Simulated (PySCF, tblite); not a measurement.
Isomers of [C5H10OP]+ (charge +1), one GFN2-xTB conformer each. Single-point energies are computed at PBE0/pcSseg-1 (PySCF, gas phase, no added dispersion term), electronic only.

```json
{"SMILES": "C=C[C@@H]1C[P@H+]1CO", "GFN2-xTB relative energy (kJ/mol)": "189.8"}
{"SMILES": "O=C1CC[PH2+]CC1", "GFN2-xTB relative energy (kJ/mol)": "0.0"}
```

Conformers: `[CH2:1]=[CH:2][C@@H:3]1[CH2:4][P@H+:5]1[CH2:6][OH:7]` (charge +1) with C1–C2–C3–C4 33°, C4–P5–C6–O7 38°, P5–C6–O7–H 176°; `[O:1]=[C:2]1[CH2:3][CH2:4][PH2+:5][CH2:6][CH2:7]1` (charge +1) with O1–C2–C3–C4 -113°, C2–C3–C4–P5 -57°, C3–C4–P5–C6 49°, C4–P5–C6–C7 -49°.

Q: What does PBE0/pcSseg-1 give for the same structures?

A: 
```json
{"SMILES": "O=C1CC[PH2+]CC1", "PBE0/pcSseg-1 E (Eh)": "-612.37277", "PBE0/pcSseg-1 (kJ/mol)": "0.0", "GFN2-xTB (kJ/mol)": "0.0", "point group": "Cs"}
{"SMILES": "C=C[C@@H]1C[P@H+]1CO", "PBE0/pcSseg-1 E (Eh)": "-612.29905", "PBE0/pcSseg-1 (kJ/mol)": "193.5", "GFN2-xTB (kJ/mol)": "189.8", "point group": "C1"}
```

Both levels put the same isomer lowest. As drawn, the higher has a three-membered ring and an O–H bond, which the lower lacks.

Q: Which frontier levels and rotational constants go with these structures?

A: 
```csv
SMILES,"HOMO (eV, PBE0/pcSseg-1)",LUMO (eV),"A, B, C (MHz)"
O=C1CC[PH2+]CC1,-11.47,-5.03,"3578, 1873, 1382"
C=C[C@@H]1C[P@H+]1CO,-11.70,-5.55,"5278, 1258, 1194"
```

Q: What happens when harmonic zero-point energies from GFN2-xTB frequencies are added?

A: 
```
              SMILES  ZPE (kJ/mol)  electronic (kJ/mol)  with ZPE (kJ/mol)
     O=C1CC[PH2+]CC1         359.9                  0.0                0.0
C=C[C@@H]1C[P@H+]1CO         350.8                193.5              184.5
```

The zero-point energies span 9.1 kJ/mol. The order is unchanged.
